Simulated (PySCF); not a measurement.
## [MnO3]+: from structure and modes to constants

All numbers come from PBE0 in PySCF with Mn def2-TZVP, O def2-TZVP; no relativity; density-fitted integrals.

The singlet minimum has C3v symmetry. Masses (u): Mn 54.93805, O 15.99492.

```xyz
4
charge 1 multiplicity 1, angstrom
Mn    0.0000   -0.2089    0.0000
O     0.0004    0.2404    1.4606
O     1.2647    0.2404   -0.7307
O    -1.2652    0.2404   -0.7300
```

Harmonic wavenumbers (cm⁻¹): 320.2 (a1, ×1), 422.1 (e, ×2), 1072.6 (a1, ×1), 1108.9 (e, ×2).

**Question.** What is the harmonic zero-point energy?

**Answer.** Half the sum of all 6 wavenumbers, 4455/2 = 2227 cm⁻¹, which is 26.6 kJ/mol (1 cm⁻¹ = 0.0119627 kJ/mol).

**Question.** Find the vibrational entropy and heat capacity at 298.15 K.

**Answer.** With u = 1.43878 ω/T, each mode gives S = R[u/(eᵘ−1) − ln(1−e⁻ᵘ)] and C = R u² eᵘ/(eᵘ−1)².
```json
{"ω (cm⁻¹)": "320.2", "u": "1.545", "S (J/(mol K))": "5.48", "C (J/(mol K))": "6.84"}
{"ω (cm⁻¹)": "422.1 (×2)", "u": "2.037", "S (J/(mol K))": "3.70", "C (J/(mol K))": "5.95"}
{"ω (cm⁻¹)": "1072.6", "u": "5.176", "S (J/(mol K))": "0.29", "C (J/(mol K))": "1.27"}
{"ω (cm⁻¹)": "1108.9 (×2)", "u": "5.351", "S (J/(mol K))": "0.25", "C (J/(mol K))": "1.14"}
```
The sums over all modes are S = 13.7 and C = 22.3 J/(mol K); the softest mode gives 40 % of the entropy (each member, where degenerate).

**Question.** Give the standard entropy (298.15 K, 1 bar) by its translational, rotational, vibrational and spin parts, and Cp.

**Answer.** Sackur–Tetrode with M = 102.92 u gives 166.6; rotation with symmetry number 3 gives 92.2; vibration 13.7; spin R ln 1 = 0.0. The total is 272.5 J/(mol K), and Cp = 4 R + 22.3 = 55.6 J/(mol K).

Stability towards spin polarisation was not tested. Only a few start shapes were tried, so a lower isomer may exist.
